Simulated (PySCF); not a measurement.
**O²⁺ (oxygen, charge +2) across methods**

[He] 2s1 2p2 3d1, one real determinant (an excited configuration). Computed with PySCF 2.14 in x2c-QZVPPall with one added diffuse shell each of s, p, d, f type (8s5p4d3f1g, 73 functions), with scalar relativity by spin-free X2C-1e. The B2PLYP total includes its PT2 part (frozen core); its orbital energies are those of the SCF part.

| method | E (hartree) | mean ε 2s α (eV) | mean ε 2p α (eV) | mean ε 3d α (eV) | Σ⟨r²⟩ (bohr²) | ⟨S²⟩ |
| --- | --- | --- | --- | --- | --- | --- |
| r2SCAN | -71.5453 | -72.579 | -57.860 | -12.049 | 12.32 | 6.000 |
| B2PLYP | -71.5119 | -78.256 | -62.888 | -13.201 | 12.34 | 6.000 |
| UHF | -71.42679 | -85.089 | -68.625 | -14.198 | 12.45 | 6.000 |
| wB97M-V | -71.5477 | -76.474 | -61.714 | -14.313 | 12.03 | 6.000 |
| LDA | -70.9872 | -70.542 | -56.405 | -11.984 | 12.10 | 6.000 |
| PBE0 | -71.4966 | -74.599 | -59.742 | -12.770 | 12.24 | 6.000 |
| r2SCAN0 | -71.5400 | -75.727 | -60.609 | -12.633 | 12.32 | 6.000 |
| PBE | -71.4885 | -70.956 | -56.628 | -12.189 | 12.18 | 6.000 |
| revPBE | -71.5557 | -71.006 | -56.618 | -12.247 | 12.22 | 6.000 |

⟨L²⟩ = 7.97 against 12 for a pure F term, so this real determinant mixes terms. The outer electron is Rydberg-like, and this basis confines it to a smaller radius and binds it less than a complete one would.
